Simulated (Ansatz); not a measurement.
System: CdCl, charge 1, multiplicity 1. 
Geometry from a B3LYP-D3(BJ)/def2-TZVP (Ansatz, a program for electronic structure) optimisation:
```xyz
2

Cd     0.0000     0.0000    -0.5928
Cl     0.0000     0.0000     1.6737
```
Charge +1, spin multiplicity 1.

Basis-set convergence of Hartree-Fock and CCSD(T) correlation energies (hartree) with Ansatz. Valence correlation only, unless marked. No spin-orbit coupling. Frozen are the shells of the preceding noble gas and the d and f shells that filled before the atom's block. In def2 rows, elements after Kr have scalar-relativistic effective core potentials.

```
basis        functions       E(HF)  E(corr, CCSD(T))
-----------  ---------  ----------  ----------------
def2-SVPD           61  -625.93587          -0.41071
def2-TZVPPD        107  -626.12575          -0.60446
def2-QZVPPD        167  -626.14150          -0.65699
```

Extrapolating the two largest sets (X = 3 and 4) as X^-3: E(corr) = (64·(-0.65699) - 27·(-0.60446))/37 = -0.6953 Eh, an estimate of the basis-set limit. The largest set recovers 94.5 % of it, the smallest 59.1 %.
